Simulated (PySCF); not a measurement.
`Cc1cpccc1F`, C₆H₆FP

Geometry:
| atom | x (Å) | y (Å) | z (Å) |
| --- | --- | --- | --- |
| C1 | -2.080 | 0.225 | 0.095 |
| C2 | -0.622 | -0.119 | 0.031 |
| C3 | -0.192 | -1.431 | 0.068 |
| P4 | 1.450 | -1.988 | 0.013 |
| C5 | 2.284 | -0.472 | -0.095 |
| C6 | 1.676 | 0.764 | -0.122 |
| C7 | 0.304 | 0.917 | -0.061 |
| F8 | -0.177 | 2.184 | -0.094 |
| H9 | -2.358 | 0.845 | -0.755 |
| H10 | -2.693 | -0.672 | 0.098 |
| H11 | -2.287 | 0.798 | 0.999 |
| H12 | -0.949 | -2.203 | 0.139 |
| H13 | 3.365 | -0.511 | -0.145 |
| H14 | 2.276 | 1.662 | -0.191 |

Theory: GIAO CAM-B3LYP/pcSseg-1 magnetisability, rotational g tensor and spin-rotation constants, non-relativistic, gas phase (PySCF 2.14.0). Geometry: GFN2-xTB.

Q: Give the nuclear spin-rotation constants along the inertial axes (H = +C I·J) beside the isotropic shieldings.

A: Rotational constants 3.0077, 1.5219, 1.0169 GHz. A star marks the isotopologue with that one atom substituted, in its own axes.
```tsv
atom	isotope	Caa (kHz)	Cbb (kHz)	Ccc (kHz)	mean (kHz)	σ (ppm)
P4	31P	7.857	4.276	1.152	4.428	75.5
F8	19F	3.756	2.029	0.583	2.123	287.9
H9	1H	-0.146	-0.159	-0.022	-0.109	28.9
H10	1H	-0.304	0.040	-0.114	-0.126	29.6
H11	1H	-0.189	-0.164	-0.006	-0.119	29.0
H12	1H	-0.292	0.209	-0.109	-0.064	22.7
H13	1H	0.020	0.049	-0.107	-0.013	22.7
H14	1H	-0.273	0.152	-0.100	-0.074	23.9
C1	13C*	0.420	0.218	0.167	0.268	163.2
C2	13C*	1.349	0.668	0.117	0.711	42.5
C3	13C*	1.175	0.938	0.137	0.750	12.0
C5	13C*	1.654	0.721	0.108	0.828	13.8
C6	13C*	1.094	0.704	0.125	0.641	53.7
C7	13C*	1.544	0.601	0.250	0.798	8.3
```
For the geometry as given, no vibrational averaging.

Q: How do the rotational constants and the g tensor change when H9, H10, H11, H12, H13, H14 are replaced by deuterium?

A: Constants 2.5653, 1.4233, 0.9258 GHz; g -0.0384, -0.0308, 0.0123, against -0.0441, -0.0333, 0.0135 before.
